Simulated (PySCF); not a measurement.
# Worked example: chemical shift, span and skew from a shielding tensor

CH₈FNSi₂, SMILES C(N)[SiH2][SiH2]F. Atoms are numbered in the order given.

```xyz
13

N     -2.7122     1.0583     1.0198
C     -1.5643     0.1752     0.8719
Si    -0.0910     0.9115    -0.0906
Si     1.6869    -0.5975    -0.3389
F      1.0823    -1.9592    -1.0150
H     -2.4483     1.9182     1.4972
H     -3.0729     1.3368     0.1092
H     -1.8800    -0.7554     0.3702
H     -1.2183    -0.1439     1.8700
H      0.4137     2.1324     0.6210
H     -0.5614     1.3486    -1.4452
H      2.2796    -0.9727     0.9809
H      2.7749    -0.0870    -1.2255
```
Charge 0, spin multiplicity 1.

Geometry optimised at PBE0-D3(BJ)/def2-SVP. This is a generated structure with no PubChem entry under its InChIKey; it may be hypothetical. Other conformers were not sampled.

GIAO shieldings from HF/pcSseg-1 (PySCF), non-relativistic, no solvent. The symmetric part of the tensor of F5 has the principal values 415.3, 438.8, 484.7 ppm. The same nucleus in CFCl3 has σ = 238.5 ppm at this level (PySCF, at its B3LYP-D3(BJ)/def2-TZVP geometry).

Question: Work out the isotropic shielding, the ¹⁹F shift against CFCl3, the span and the skew.

Answer: 
σ(iso) = (σ11 + σ22 + σ33)/3 = 446.3 ppm. δ = σ(ref) − σ(iso) = 238.5 − (446.3) = -207.8 ppm.
Span Ω = σ33 − σ11 = 69.4 ppm. Skew κ = 3(σ(iso) − σ22)/Ω = 0.32. Tumbling in solution averages the tensor to δ; in a static solid the shielding alone would spread this spin-1/2 line over Ω.
